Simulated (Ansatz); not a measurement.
A calculation with Ansatz (development build ahead of 0.2.0).

```yaml
crystal:
  periodic: [false, false, false]
  atoms:
    - { symbol: Ca, position_ang: [0.0, 0.0, 0.0] }
    - { symbol: O, position_ang: [0.0, 0.0, 5.46] }
basis:
  gaussian: { orbitals: def2-SVP }
magnetization:
  spin_polarized: true
hamiltonian:
  xc: pbe0
scf:
  omitted_lower_state_checks: [starts, atomic_configurations, cluster_reference, orbital_swaps, given_window_search, neighbouring_geometries, increment]
output:
  forces: true
```

The input is written out in the form of the current development build from the run's settings.

The run gave:

- Converged: yes
- Total energy: -752.19131 hartree
- Spin squared of the determinant: 1.006
- Stability test: minimum

Forces (eV/Å):
```csv
atom,Fx,Fy,Fz
Ca1,0.000,0.000,0.109
O2,0.000,0.000,-0.109
```

Caution: charge can spread falsely over distant fragments; another spin multiplicity may lie lower; the unrestricted determinant is a mixture of spin states.
